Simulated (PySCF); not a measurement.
C6H14AlO2, charge +1, singlet, at a GFN2-xTB geometry (such geometries of metal compounds can be far from the true shape).

Input for PySCF:
```python
from pyscf import gto, scf, dft

mol = gto.Mole()
mol.atom = '''
    Al    0.03802269    0.55687687    0.13647508
    O    -0.11812990    0.29306210    1.73920893
    C    -1.02107405   -0.48788119    2.52669907
    C    -0.86168865   -1.95091007    2.16960199
    C    -2.43139046    0.01880675    2.30475659
    H    -0.69928047   -0.30412560    3.55921822
    H    -1.08283585   -2.07012341    1.10157217
    H    -1.54682782   -2.57229217    2.73983995
    H     0.15630544   -2.28416372    2.35669519
    H    -2.51932207    1.05857236    2.61241351
    H    -2.65250310   -0.04771045    1.23016660
    H    -3.15828903   -0.57730232    2.85006801
    O     0.20934911    1.04292611   -1.41179525
    C     1.02897787    0.60363973   -2.49832986
    C     0.67212191   -0.82546728   -2.85001511
    C     2.48495359    0.76567404   -2.11250210
    H     0.76602410    1.28164678   -3.31965488
    H     0.84247241   -1.45021770   -1.96431019
    H     1.28948902   -1.19666849   -3.66350773
    H    -0.37381853   -0.90151325   -3.13741630
    H     2.71514149    1.80938106   -1.90955763
    H     2.66182224    0.18419763   -1.19671738
    H     3.14617235    0.39984245   -2.89355851
'''
mol.basis = '3-21g'
mol.charge = 1
mol.verbose = 4
mol.build()

mf = dft.RKS(mol)
mf.xc = 'pbe'
mf.kernel()
```

Question: What does this run give for the HOMO-LUMO gap, Mulliken (on the basis functions themselves) charges in atom order, nuclear repulsion energy, number of basis functions?

Answer: 
- HOMO-LUMO gap = 3.34 eV
- Mulliken (on the basis functions themselves) charges in atom order = Al1 1.21, O2 -0.58, C3 -0.04, C4 -0.61, C5 -0.61, H6 0.29, H7 0.20, H8 0.26, H9 0.26, H10 0.26, H11 0.20, H12 0.26, O13 -0.58, C14 -0.04, C15 -0.61, C16 -0.61, H17 0.29, H18 0.20, H19 0.26, H20 0.26, H21 0.26, H22 0.20, H23 0.26
- nuclear repulsion energy = 535.4725 Eh
- number of basis functions = 113

Question: Roughly what does it cost on one core?

Answer: very roughly 30 core-seconds.
